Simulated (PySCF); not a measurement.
Gas-phase reaction: GaHCl2 + HI ⇌ GaI + Cl2 + H2

Computed with PySCF and rigid-rotor harmonic-oscillator thermochemistry at 1 bar. † marks an energy on the PBE0/def2-TZVP geometry and frequencies; other levels use their own. MP2 and CCSD(T) freeze the core. All species are closed-shell singlets. I: scalar-relativistic def2 core potential, no spin-orbit coupling. Ga: all electrons, no relativistic terms. GaHCl2: computed as isolated molecules; such fragments, hydroxides, amides, oligomers or adducts are transient or little studied in the gas. MP2 isn't extrapolated to the basis-set limit; its ΔH°(298 K) is 347.3 kJ in def2-SVP and 318.7 kJ in def2-TZVPP. CCSD(T) isn't extrapolated to the basis-set limit; its ΔH°(298 K) is 324.6 kJ in def2-SVP and 305.5 kJ in def2-TZVPP. The harmonic model lacks anharmonicity and excited electronic states, which grow with temperature; levels with a mode under 35 cm⁻¹ are left out.

| level | ΔE electronic, kJ | ΔH°(298 K), kJ | ΔS°(298 K), J/K | ΔG°(2500 K), kJ |
|---|---|---|---|---|
| CCSD(T)/def2-SVP† | 327 | 325 | 106 | 63 |
| CCSD(T)/def2-TZVPP† | 308 | 305 | 106 | 44 |
| M06-2X/def2-TZVP† | 287 | 285 | 106 | 23 |
| MP2/def2-TZVPP† | 321 | 319 | 106 | 57 |
| PBE0/def2-TZVP | 285 | 283 | 106 | 22 |
ΔH° is lowest at PBE0/def2-TZVP and highest at CCSD(T)/def2-SVP†. No reference value is set beside these.
